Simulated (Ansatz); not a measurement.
Reaction (formal exchange of groups at the Si–C bond): `C=C(C)[SiH3]` + `C=N` → `N=C[SiH3]` + `C=CC`

Calculated with Ansatz (gas phase, PBE0-D4/def2-TZVP geometries, no zero-point term in ΔE). CCSD(T)/CBS adds triple-zeta CCSD(T) − MP2 to the extrapolated MP2 energy (def2 sets, frozen cores). This one scheme is used for every species. DFT in def2-TZVPP. One conformer a species, not always the lowest.

`C=C(C)[SiH3]`:

```xyz
12

C     0.047   -0.447    1.538
C     0.023    0.038    0.298
C     0.174    1.503    0.015
Si   -0.203   -1.129   -1.144
H    -0.062   -1.506    1.746
H     0.178    0.204    2.401
H     1.034    1.692   -0.635
H     0.307    2.078    0.935
H    -0.704    1.895   -0.510
H    -1.412   -0.755   -1.931
H    -0.347   -2.522   -0.648
H     0.965   -1.050   -2.066
```

`C=N`:

Z-matrix (Å, degrees):
```
C
N 1 1.261
H 1 1.096 2 124.9
H 1 1.092 2 118.8 3 -180.0
H 2 1.021 1 111.0 3 -0.0
```

`N=C[SiH3]`:

Z-matrix (Å, degrees):
```
Si
C 1 1.889
H 1 1.488 2 108.9
H 1 1.481 2 109.8 3 -121.3
H 1 1.488 2 108.9 3 117.3
N 2 1.269 1 119.7 3 121.5
H 2 1.102 1 118.3 3 -58.6
H 6 1.023 2 111.5 1 180.0
```

`C=CC`:

Z-matrix (Å, degrees):
```
C
C 1 1.490
H 1 1.095 2 111.0
H 1 1.095 2 111.0 3 118.3
H 1 1.092 2 111.5 3 -120.8
C 2 1.325 1 125.1 3 120.8
H 2 1.088 1 116.2 3 -59.2
H 6 1.084 2 121.6 1 -180.0
H 6 1.086 2 121.4 1 0.0
```

Is it downhill or uphill in electronic energy at CCSD(T)/CBS, and by how much? (Estimate.)

Computed: Uphill: ΔE = +11.5 kJ/mol.

What do these levels give: CAM-B3LYP, CCSD(T)/def2-SVP, CCSD(T)/def2-TZVPP, HF/def2-QZVPP, MP2/def2-QZVPP, SCS-MP2/def2-QZVPP? (Best estimate.)

The calculation gave: CAM-B3LYP 6.2, CCSD(T)/def2-SVP 11.6, CCSD(T)/def2-TZVPP 12.3, HF/def2-QZVPP 6.4, MP2/def2-QZVPP 14.8, SCS-MP2/def2-QZVPP 12.5 kJ/mol.

Largest T1 diagnostic among the species: 0.012.

In def2-TZVPP, CCSD(T) changes the Hartree–Fock value by +5.7 kJ/mol (the triples alone add +1.1 kJ/mol) and MP2 by +8.7 kJ/mol. The D4 term adds +5.2 kJ/mol with B3LYP and +3.0 kJ/mol with PBE0; it sums over pairs of atoms, weighted by their polarisabilities, and B3LYP, whose exchange is more repulsive, gets the larger term. Leaving LDA and LC-ωPBE aside and taking each functional with its dispersion term where it has one, the values, not all of them listed here, spread over 3.3 kJ/mol, from B2PLYP to PBE-QIDH.

B3LYP here is the variant with VWN-RPA as its local correlation; programs differ in this.
